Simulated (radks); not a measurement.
Neutral rhenium: order these configurations by energy. Calculated with a radial shooting solver on a logarithmic mesh with Libxc functionals: scalar-relativistic Kohn-Sham, PBE, spin-polarised, spherical densities, finite nucleus; Fermi nuclear charge, rms radius of each element as measured or else 0.836 A^(1/3) + 0.57 fm. Open shells are filled with parallel spins first. [Xe] 4f14 5d4 6s2 6p1; [Xe] 4f14 5d5 6s1 6p1; [Xe] 4f14 5d5 6s2; [Xe] 4f14 5d6 6s1.

Answer. From the lowest, in eV above it: [Xe] 4f14 5d5 6s2 0.000; [Xe] 4f14 5d6 6s1 1.497; [Xe] 4f14 5d5 6s1 6p1 2.738; [Xe] 4f14 5d4 6s2 6p1 5.743.
